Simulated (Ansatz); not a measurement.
Gas-phase electronic energies from Ansatz, PBE0-D4/def2-TZVP geometries. CCSD(T)/CBS is the MP2 limit (def2-TZVPP, def2-QZVPP) plus CCSD(T) − MP2 in def2-TZVPP, frozen cores. This one scheme is used for every species. def2 core potentials past Kr. For I outer-core shells are correlated without core-valence functions, which leaves a few kJ/mol of doubt a bond. Each species was taken in one conformer, which may not be the lowest.

Consider the ligand exchange at the Si–I bond: `I[SiH]1CO1` + `N[SiH3]` → `[SiH3]N[SiH]1CO1` + HI.

| species | MP2/def2-TZVPP energy (Eh) |
| --- | --- |
| `I[SiH]1CO1` | -701.16118 |
| `N[SiH3]` | -346.70257 |
| `[SiH3]N[SiH]1CO1` | -750.11089 |
| HI | -297.74990 |

Work out ΔE.

ΔE = (-750.11089) + (-297.74990) − (-701.16118) − (-346.70257) = 0.00296 Eh = +7.8 kJ/mol. CCSD(T)/CBS gives +8.3 kJ/mol.

Largest T1 diagnostic among the species: 0.013.

From PBE to PBE0 (25 % exact exchange), in def2-TZVPP and without D4, ΔE moves by −3.6 kJ/mol.
